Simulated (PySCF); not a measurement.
**Radial density of Sc⁺ (scandium, charge +1)**

r2SCAN0, [Ar] 4s1 4p1, high-spin 3P determinant (an excited configuration). Computed with PySCF 2.14 in aug-cc-pwCVTZ-DK with one added diffuse shell each of s, p, d, f, g type (11s10p8d5f4g, 152 functions), with the spin-free X2C one-electron Hamiltonian (Gaussian nucleus).

```csv
r (bohr),4πr²ρ (e/bohr),4πr²(ρα − ρβ)
0.00131,0.1679,0.0001
0.00220,0.4306,0.0003
0.00370,1.082,0.0006
0.00622,2.619,0.0016
0.0105,5.954,0.0035
0.0176,12.10,0.0070
0.0296,20.30,0.0112
0.0498,24.89,0.0119
0.0838,20.60,0.0106
0.141,19.51,0.0344
0.237,26.46,0.0564
0.399,14.71,0.0001
0.671,7.062,0.1466
1.13,7.642,0.0476
1.90,1.627,0.2590
3.19,0.7587,0.7366
5.37,0.1521,0.1521
9.03,0.001547,0.0015
```

Densities and radii are taken from the X2C orbitals without a picture-change correction, which distorts them close to the nucleus.
